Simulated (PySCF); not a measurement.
## Threshold energies of InN in a plasma

PBE in PySCF with def2-TZVPPD on every atom (core potentials on In), for the lowest determinant that a PBE0 search found; no spin–orbit coupling.

```tsv
species	state (unpaired electrons)	Re (Å)	ωe (cm⁻¹)	energy of the minimum from the neutral (eV)	De (eV)	dissociates to
InN	triplet (π ↑↑)	2.244	418	0.00	2.22	In + N
InN⁺	quartet (σ ↑, π ↑↑)	2.669	121	7.61	0.19	In⁺ + N
InN⁻	doublet (π ↑)	2.059	556	-1.45	3.29	In⁻ + N
```

Task: Work out the lowest energy to break InN into atoms, from its vibrational ground state.

Result: D0 = De − ωe/2 = 2.22 − 0.03 = 2.19 eV (PBE/def2-TZVPPD).

Task: Work out the ionisation energy of the In atom at this level and the threshold of dissociative ionisation.

Result: IE(In) = 7.61 + 0.19 − 2.22 = 5.58 eV, so In⁺ + N + e⁻ appears at D0 + IE(In) = 7.77 eV (PBE/def2-TZVPPD). The measured IE(In) is 5.786 eV (NIST ASD).

Task: Work out the electron affinity of the In atom and the threshold of dissociative attachment.

Result: EA(In) = 2.22 − 3.29 − (-1.45) = 0.38 eV, so In⁻ + N needs D0 − EA(In) = 1.81 eV (PBE/def2-TZVPPD). The measured EA(In) is 0.3 eV.

These are thermodynamic thresholds; the onsets seen under electron impact lie higher where the geometry changes, and cross-sections peak well above them.

Weak bonds: InN⁺. Basis-set superposition, not corrected here, can be much of De in a small basis, most of all at correlated wavefunction levels. Functionals without a dispersion term scatter widely for such bonds, and LDA overbinds them. These are scalar-relativistic numbers at best; spin–orbit coupling would shift them, the dissociation energy most. For an ion De counts to the pair picked by the measured ionisation energies or electron affinities, which need not be the lowest pair at this level. The highest Kohn–Sham level is positive in this anion. Much of that is self-interaction error, but it also means that the finite basis helps to hold the extra electron. States were picked by a PBE0 search and need not be the measured ground states.
